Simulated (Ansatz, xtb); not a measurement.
## A geometry optimisation of C4H7BrOSi with r2SCAN-D4/def2-SVP

The starting geometry of this gas-phase singlet was built from a drawn formula by distance geometry and a force field; its bonds are those of `CC1=C(CBr)O[SiH2]1`.

```yaml
atoms:
  - { symbol: C, position_ang: [-1.4044, 0.3004, 0.8964] }
  - { symbol: C, position_ang: [-1.2644, -0.6215, -0.3456] }
  - { symbol: C, position_ang: [-0.2793, -1.1215, -1.0697] }
  - { symbol: C, position_ang: [1.3232, -1.0192, -0.8455] }
  - { symbol: Br, position_ang: [1.8039, -2.2752, 0.5547] }
  - { symbol: O, position_ang: [-0.8844, -1.7804, -2.0087] }
  - { symbol: Si, position_ang: [-2.4297, -1.4356, -1.4718] }
  - { symbol: H, position_ang: [-0.6962, 1.1038, 0.8525] }
  - { symbol: H, position_ang: [-2.4070, 0.7184, 0.9959] }
  - { symbol: H, position_ang: [-1.1896, -0.3366, 1.8205] }
  - { symbol: H, position_ang: [1.8656, -1.2597, -1.7459] }
  - { symbol: H, position_ang: [1.5528, 0.0146, -0.4823] }
  - { symbol: H, position_ang: [-3.0846, -2.6492, -0.9374] }
  - { symbol: H, position_ang: [-3.1676, -0.5585, -2.4365] }
```

**Question.** Where would you expect an optimisation with r2SCAN-D4/def2-SVP to take it?

**Answer.** It keeps its bonds, and is `CC1=C(CBr)O[SiH2]1`.

The energy falls by 1.20 eV over 17 steps:

```json
{"step": "1", "E − E(last) (eV)": "1.198"}
{"step": "3", "E − E(last) (eV)": "0.066"}
{"step": "5", "E − E(last) (eV)": "0.043"}
{"step": "6", "E − E(last) (eV)": "0.037"}
{"step": "8", "E − E(last) (eV)": "0.021"}
{"step": "10", "E − E(last) (eV)": "0.003"}
{"step": "12", "E − E(last) (eV)": "0.001"}
{"step": "13", "E − E(last) (eV)": "0.001"}
{"step": "15", "E − E(last) (eV)": "0.000"}
{"step": "17", "E − E(last) (eV)": "0.000"}
```

Final geometry (Å):

```xyz
14

C    -1.3765    0.3749    0.9051
C    -1.3414   -0.5504   -0.2575
C    -0.2916   -1.0849   -0.9474
C     1.1697   -0.9173   -0.8124
Br    2.0045   -2.5464   -0.0671
O    -0.7395   -1.9329   -1.9534
Si   -2.3565   -1.5716   -1.4248
H    -0.3636    0.6572    1.2358
H    -1.9226    1.3054    0.6736
H    -1.8869   -0.0821    1.7699
H     1.6410   -0.7738   -1.7939
H     1.4267   -0.0967   -0.1327
H    -3.0651   -2.7803   -0.9219
H    -3.1600   -0.9211   -2.4967
```

From the same start GFN2-xTB reaches the same bonding as this run.

The end wasn't checked by frequencies. Run with Ansatz 0.2.0, 53 s on 4 threads of Arm Neoverse V2, with other jobs on the host.
